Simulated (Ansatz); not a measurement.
Reactions of CH7AlOSn, SMILES `[CH3][SnH]([OH])[AlH2]`.

Calculated with Ansatz (gas phase, PBE0-D4/def2-TZVP geometries, no zero-point term in ΔE). CCSD(T)/CBS adds triple-zeta CCSD(T) − MP2 to the extrapolated MP2 energy (def2 sets, frozen cores). This one scheme is used for every species, atoms too. No spin–orbit coupling; open shells (•) take unrestricted orbitals. Spin–orbit coupling would lower the free atoms: a little for Al, C, O; strongly for Sn. def2 core potentials past Kr. Bonds to Sn are less sure, by a few kJ/mol each and by 10 to 20 or more in all where they break to atoms, as the def2 sets lack core-valence functions. Each species was taken in one conformer, which may not be the lowest.

(1) Order these by ΔE at CCSD(T)/CBS, lowest first. (Estimate.)
A. `[CH3][SnH]([OH])[AlH2]` → Al• + C• + 7 H• + O• + Sn•
B. `[CH3][SnH]([OH])[AlH2]` → `[AlH3]` + `[CH3][Sn][OH]`
C. `[CH3][SnH]([OH])[AlH2]` → `[CH2]` (triplet) + `[OH][SnH2][AlH2]`
D. `[CH3][SnH]([OH])[AlH2]` + H₂S → `[CH3][SnH]([OH])[SH]` + `[AlH3]`
E. `[CH3][SnH]([OH])[AlH2]` + H₂ → `[CH3][SnH2][AlH2]` + H₂O
F. `[CH3][SnH]([OH])[AlH2]` + `CB(N)[SiH3]` → `CNB(C)[SiH3]` + `[OH][SnH2][AlH2]`
G. `[CH3][SnH]([OH])[AlH2]` + `C=N` → `C=[N][SnH]([CH3])[OH]` + `[AlH3]`
H. `[CH3][SnH]([OH])[AlH2]` → `[CH3][AlH][SnH2][OH]`

Largest T1 diagnostic: 0.018, for Al•.

Answers

(1) D (-35.0 kJ/mol), H (-16.4 kJ/mol), E (+1.3 kJ/mol), G (+34.3 kJ/mol), B (+58.0 kJ/mol), F (+68.8 kJ/mol), C (+470.6 kJ/mol), A (+3351.1 kJ/mol).
